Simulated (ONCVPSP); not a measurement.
## lanthanum: one change to an ONCV potential, before and after

```json
{
 "Element": "lanthanum",
 "Generator": "ONCVPSP 4.0.1",
 "Type": "optimised norm-conserving Vanderbilt (ONCV)",
 "Functional": "PBE",
 "Relativity": "scalar-relativistic",
 "Frozen core": "[Kr] 4d10",
 "Valence charge": "11",
 "Reference configuration": "5s2 5p6 5d1 6s1 (charge +1)",
 "Partial waves": "5s+6s: rc 2.15 bohr, ncon 3, nbas 7, qcut 5.6 1/bohr, 3 projectors, debl 3.6 Ha; 5p: rc 2.70 bohr, ncon 4, nbas 7, qcut 5 1/bohr, 3 projectors, debl 1.8 Ha; 5d: rc 4.00 bohr, ncon 3, nbas 8, qcut 3.9 1/bohr, 1 projector; f scattering state at 0.44 Ha: rc 3.95 bohr, ncon 3, nbas 7, qcut 2.5 1/bohr, 2 projectors, debl 1.7 Ha",
 "Local potential": "polynomial inside 1.35 bohr (lpopt 3, dvloc0 1 Ha)",
 "Core correction": "none"
}
```

In the f channel the program set the typed energies aside and used -0.374, 1.326 Ha.

All-electron outer shells of the reference configuration (PBE, scalar-relativistic, ld1.x):

| shell | level (eV) | outermost node (bohr) | outermost maximum (bohr) |
| --- | --- | --- | --- |
| 5s | -44.74 | 0.77 | 1.41 |
| 5p | -28.20 | 0.83 | 1.58 |
| 5d | -8.51 | 0.95 | 2.19 |
| 6s | -8.34 | 1.85 | 3.60 |

Change: p: rc 3.32. In the p channel the program set the typed energies aside and used -1.036, 0.050, 1.850 Ha. In the f channel the program set the typed energies aside and used -0.374, 1.326 Ha.

Cutoffs: the cutoffs (Ha) at which the residual kinetic energy of the hardest occupied pseudo-wave falls to 1 and 0.1 mHa per electron; they do not see the model core or the augmentation charge, which bear on the density cutoff. Errors are all-electron minus pseudo energies relative to the spin-unpolarised reference configuration.

Problem. How do hardness, ghosts and transferability respond?

Solution. The potential gets neither clearly harder nor softer (11 Ha and 13 Ha → 11 Ha and 13 Ha); of the 4 tests that both files solve, the error grows in 0 and shrinks in 2 by more than 15 % and 0.3 meV (median size 2.7 → 2.1 meV); neither file shows a bound ghost.

```tsv
quantity	base	changed
cutoff, loose	11 Ha	11 Ha
cutoff, tight	13 Ha	13 Ha
loose cutoff by channel	s 11 Ha, p 5.0 Ha, d 4.7 Ha	s 11 Ha, p 5.5 Ha, d 4.7 Ha
bound ghosts	none	none
GHOST(+) flags under 300 eV	f at 38.7 eV, s at 115.1 eV, f at 180.4 eV, p at 196.3 eV, f at 282.2 eV	f at 38.7 eV, s at 115.1 eV, f at 180.4 eV, f at 282.2 eV
error for 5s2 5p6 5d1 6s2, meV [ΔE -5.97 eV]	0.0	+0.2
error for 5s2 5p6 5d1 6s0, meV [ΔE 10.89 eV]	-5.0	-4.1
error for 5s2 5p6 5d0 6s0, meV [ΔE 29.84 eV]	+60	+67
error for 5s2 5p6 5d1 6s0 6p1, meV [ΔE 2.96 eV]	-0.4	-0.1
s: phases at 2.18 bohr within 0.05 rad from the reference energy up to (Ha; the scan ends near 5)	to the end of the scan	to the end of the scan
d: phases at 4.07 bohr within 0.05 rad from the reference energy up to (Ha; the scan ends near 5)	0.1	0.1
f: phases at 4.02 bohr within 0.05 rad from the reference energy up to (Ha; the scan ends near 5)	n/a	n/a
```

Base: The cutoffs count occupied waves only; projector 2 of the f channel, the hardest unoccupied one, needs 30 Ha at the loose tolerance. Changed file: The cutoffs count occupied waves only; projector 2 of the f channel, the hardest unoccupied one, needs 30 Ha at the loose tolerance.
